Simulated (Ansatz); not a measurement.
Reaction (substitution at a C–Sb bond): `C[CH2][SbH2]` + `S[SiH2]Cl` → `CCS[SiH2]Cl` + stibine

Gas-phase electronic energies from Ansatz, PBE0-D4/def2-TZVP geometries. CCSD(T)/CBS is the MP2 limit (def2-TZVPP, def2-QZVPP) plus CCSD(T) − MP2 in def2-TZVPP, frozen cores. Functionals use def2-TZVPP. B3LYP here is the variant with VWN-RPA as its local correlation; programs differ in this. Elements past krypton have def2 core potentials. For Sb outer-core shells are correlated without core-valence functions, which leaves a few kJ/mol of doubt a bond. One conformer a species, not always the lowest.

`C[CH2][SbH2]`:

```xyz
10

C    -0.869   -0.599    0.375
C    -0.370    0.736   -0.142
Sb    1.743    0.809   -0.631
H    -1.940   -0.561    0.600
H    -0.348   -0.892    1.289
H    -0.712   -1.394   -0.358
H    -0.532    1.533    0.588
H    -0.894    1.033   -1.054
H     1.709   -0.679   -1.478
H     2.214    0.015    0.811
```

`S[SiH2]Cl`:

Z-matrix (Å, degrees):
```
Si
Cl 1 2.054
S 1 2.120 2 112.9
H 1 1.478 2 108.5 3 -116.6
H 1 1.479 2 106.5 3 122.3
H 3 1.344 1 94.3 2 70.4
```

`CCS[SiH2]Cl`:

```xyz
12

C    -0.353   -1.455    0.735
C    -1.133   -0.253    0.248
S    -0.401    1.354    0.725
Si    1.198    1.500   -0.640
Cl    0.541    1.475   -2.594
H    -0.876   -2.376    0.462
H    -0.238   -1.433    1.820
H     0.644   -1.492    0.292
H    -2.131   -0.228    0.689
H    -1.262   -0.262   -0.836
H     2.157    0.375   -0.539
H     1.854    2.796   -0.363
```

`[SbH3]`:

Z-matrix (Å, degrees):
```
Sb
H 1 1.707
H 1 1.707 2 91.4
H 1 1.707 2 91.4 3 91.4
```

```tsv
level	ΔE (kJ/mol)
r2SCAN	14.8
PBE0	15.0
B3LYP	17.4
CCSD/def2-TZVPP	19.8
```

Problem. What does CCSD(T)/CBS give? (Best estimate.)

Solution. The calculation gave: +20.8 kJ/mol. The listed levels differ from it by -6.0, -5.8, -3.4, -1.0 kJ/mol.

Largest T1 diagnostic among the species: 0.014.

In def2-TZVPP, CCSD(T) changes the Hartree–Fock value by +3.3 kJ/mol (the triples alone add −0.7 kJ/mol) and MP2 by +6.4 kJ/mol. The D4 term adds −4.4 kJ/mol with B3LYP and −2.8 kJ/mol with PBE0; it sums over pairs of atoms, weighted by their polarisabilities, and B3LYP, whose exchange is more repulsive, gets the larger term.
